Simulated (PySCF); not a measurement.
## Relaxation of quartet Mg₃Te⁺

All numbers come from PySCF, UHF, basis Te def2-SVP with ECP28, Mg def2-SVP (scalar-relativistic core potentials, no spin–orbit coupling, density fitting). A (50,194) grid was used.

A start at the PBE0 minimum, of C3v symmetry, held to at least that symmetry:

```xyz
4
charge 1 multiplicity 4, angstrom
Te    0.4430    0.0000    0.0000
Mg   -0.7998    2.5253    0.0000
Mg   -0.7998   -1.2626    2.1869
Mg   -0.7998   -1.2626   -2.1869
```

Question: What does it relax to?

Answer: It ends at C3v with Te–Mg 2.818 Å (×3); Mg–Te–Mg 109.3° (×3). A frequency run shows a minimum. Other isomers or separated fragments may lie lower.

Question: How much energy is released, and in how many steps?

Answer: 2.5 kJ/mol in 5 steps.

Spin–orbit coupling, left out here, can matter for elements this heavy.

The relaxation took 9.4 s on 2 threads of a shared Arm Neoverse V1 host, with 80 basis functions and 6 gradients; the process peaked at 0.32 GiB.
